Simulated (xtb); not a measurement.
Sn(F)(Cl)2(OH) (Cl2FHOSn), SMILES [OH][Sn]([F])([Cl])[Cl]. All values are semi-empirical tight-binding results from xtb (GFN2-xTB unless named), good for trends rather than for accurate numbers. Geometry optimised at GFN2-xTB. The values are those of a single conformer.

For metal compounds this method's bond lengths and energies can be far off.

```yaml
point_group_as_xtb_finds_it: Cs
orbital_gap: 3.28 eV
zero_point_energy: 9.4 kcal/mol
G − E(el) at 298.15 K (modified RRHO): -12.9 kcal/mol
```
